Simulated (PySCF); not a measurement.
Ar²⁺ (argon, charge +2) across methods

[Ne] 3s2 3p4, high-spin 3P determinant. All numbers are calculated (PySCF 2.14, the spin-free X2C one-electron Hamiltonian (Gaussian nucleus), in aug-cc-pCVTZ-DK (8s7p5d3f, 75 functions)).

| method | E (hartree) | mean ε 3s β (eV) | mean ε 3p α (eV) | mean ε 3p β (eV) | Σ⟨r²⟩ (bohr²) | ⟨S²⟩ |
| --- | --- | --- | --- | --- | --- | --- |
| UHF | -527.11898 | -55.967 | -43.561 | -40.427 | 15.66 | 2.010 |
| PBE | -527.5750 | -48.777 | -36.474 | -34.160 | 15.59 | 2.003 |
| B3LYP | -527.7867 | -50.649 | -38.006 | -35.687 | 15.60 | 2.003 |
| r2SCAN | -527.7347 | -49.027 | -37.151 | -34.593 | 15.56 | 2.006 |
| B97-3 | -527.7079 | -51.216 | -38.426 | -36.100 | 15.54 | 2.003 |
| LDA | -526.1316 | -48.962 | -36.444 | -34.095 | 15.62 | 2.002 |
| PBE0 | -527.6125 | -50.941 | -38.491 | -36.013 | 15.57 | 2.004 |
| M06-2X | -527.7761 | -52.613 | -40.111 | -37.636 | 15.60 | 2.003 |
| TPSSh | -527.7868 | -49.871 | -37.498 | -35.159 | 15.55 | 2.004 |
